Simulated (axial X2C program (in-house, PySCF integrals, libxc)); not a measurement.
RbC⁺ along the bond: r2SCAN0, with spin–orbit coupling

All values were computed with an in-house relativistic program for diatomic molecules. Two-component (2c) means X2C with spin–orbit coupling and atomic mean-field two-electron Coulomb and Gaunt terms. Basis: Rb dyall-cv3z [12s13p8d4f1g], C dyall-v3z [7s6p2d1f] (cores contracted in-house); Gaussian nuclei, density fitting, unrestricted open shells. Masses: Rb 84.912 u, C 12.000 u.

State: Ω = 2 (⟨Sz⟩ = 1.00, ⟨Lz⟩ = 1.00 at r2SCAN0). Dipoles are positive if C is the positive end and refer to the centre of mass.

Results along the bond:

```json
{"R (Å)": "3.052", "μ (D)": "-0.857", "HOMO (eV)": "-12.37", "LUMO (eV)": "-9.09"}
{"R (Å)": "3.153", "μ (D)": "-0.945", "HOMO (eV)": "-12.24", "LUMO (eV)": "-8.97"}
{"R (Å)": "3.253", "μ (D)": "-1.038", "HOMO (eV)": "-12.12", "LUMO (eV)": "-8.84"}
{"R (Å)": "3.354", "μ (D)": "-1.132", "HOMO (eV)": "-12.01", "LUMO (eV)": "-8.73"}
{"R (Å)": "3.471", "μ (D)": "-1.243", "HOMO (eV)": "-11.87", "LUMO (eV)": "-8.59"}
{"R (Å)": "3.589", "μ (D)": "-1.355", "HOMO (eV)": "-11.74", "LUMO (eV)": "-8.47"}
{"R (Å)": "3.740", "μ (D)": "-1.500", "HOMO (eV)": "-11.59", "LUMO (eV)": "-8.31"}
```

One determinant describes the state; a PBE0 search over occupations chose it and may have missed a lower one. Density functionals use the spin component along the axis (collinear). Other states lie close and PBE0, whose exact exchange favours high spin, may order them wrongly; the determinant shown need not be the ground state. The nearest other 2c determinant of the search, Ω = 1, lies 0.13 eV up at the distance of the search. Without a current term, density functionals place determinants with orbital angular momentum somewhat too high. With several unpaired electrons one determinant need not be a pure state. Open-shell Ω = 0 determinants with evenly filled partner blocks cannot be reached by this program, so the Ω shown need not be the lowest component.
